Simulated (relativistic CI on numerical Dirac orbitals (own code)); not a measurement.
**V⁺ (3d4) in a crystal field**

Calculated by Dirac-Coulomb-Breit CI, separate exchange-only KLI orbitals for each configuration, model QED, valence Slater integrals scaled by 0.85, one configuration in a parametric crystal field (own radial code).

Field parameters in Wybourne normalisation: Oh B⁴₀ = 21Dq, B⁴₄ = √(5/14) B⁴₀. The field is a parameter set, without covalency.

S is read from ⟨S²⟩ = S(S + 1).

Powder χT (cm³ K mol⁻¹) by Van Vleck's formula, with temperature-independent terms:

| Field | 2 K | 5 K | 10 K | 20 K | 50 K | 100 K | 200 K | 300 K |
| --- | --- | --- | --- | --- | --- | --- | --- | --- |
| Oh, 10Dq = 2400 cm⁻¹ | 1.82 | 2.52 | 2.74 | 2.82 | 2.87 | 2.9 | 2.94 | 2.99 |
| Oh, 10Dq = 11900 cm⁻¹ | 2.11 | 2.75 | 2.91 | 2.96 | 2.98 | 2.98 | 2.99 | 3 |
| Oh, 10Dq = 13800 cm⁻¹ | 1.42 | 2.42 | 2.79 | 2.92 | 2.97 | 2.98 | 2.99 | 3 |
| Oh, 10Dq = 15700 cm⁻¹ | 0.113 | 0.283 | 0.566 | 1.1 | 1.86 | 2.1 | 2.2 | 2.22 |
| Oh, 10Dq = 17600 cm⁻¹ | 0.102 | 0.256 | 0.512 | 0.992 | 1.63 | 1.7 | 1.58 | 1.52 |
| Oh, 10Dq = 19500 cm⁻¹ | 0.103 | 0.259 | 0.517 | 1 | 1.62 | 1.68 | 1.56 | 1.5 |
| Oh, 10Dq = 21400 cm⁻¹ | 0.103 | 0.258 | 0.516 | 0.998 | 1.62 | 1.67 | 1.55 | 1.49 |
| Oh, 10Dq = 23300 cm⁻¹ | 0.103 | 0.257 | 0.515 | 0.994 | 1.61 | 1.67 | 1.54 | 1.48 |

Task: For Oh, 10Dq = 19500 cm⁻¹: what effective moment follows at 300 K?

Result: μ_eff = √(8χT) = 3.46 μB. The ground level has S = 1.00; the spin-only moment for S = 1 is 2.83 μB. The difference comes from the orbital moment, spin-orbit mixing of terms and temperature-independent paramagnetism, all larger in this ionic model than in covalent complexes.
